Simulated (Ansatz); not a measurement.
Basis-set series for `[NH2][Al]1[SiH2][B]1[ZnH]`. The species carries charge 0 and has multiplicity 1. Geometry: relaxed with PBE0-D4/def2-TZVP. It is one conformer, not always the lowest.

| functional | basis | functions | energy (Eh) | HOMO (eV) | LUMO (eV) |
| --- | --- | --- | --- | --- | --- |
| PBE0-D4 | def2-SVP | 120 | -2392.82310 | -5.77 | -1.36 |
| PBE0-D4 | def2-TZVPP | 280 | -2393.36072 | -5.86 | -1.50 |
| ωB97M-V | def2-SVP | 120 | -2393.22178 | -7.55 | 0.43 |
| ωB97M-V | def2-TZVPP | 280 | -2393.76260 | -7.68 | 0.19 |

Problem. Give the rows for def2-QZVPP. (An estimate is asked.)

Solution. Ansatz gave: 
```tsv
functional	basis	functions	energy (Eh)	HOMO (eV)	LUMO (eV)
PBE0-D4	def2-QZVPP	504	-2393.42495	-5.87	-1.54
ωB97M-V	def2-QZVPP	504	-2393.82468	-7.69	0.07
```

Positive LUMOs are unbound and depend on the basis. Scalar relativity is left out up to krypton.
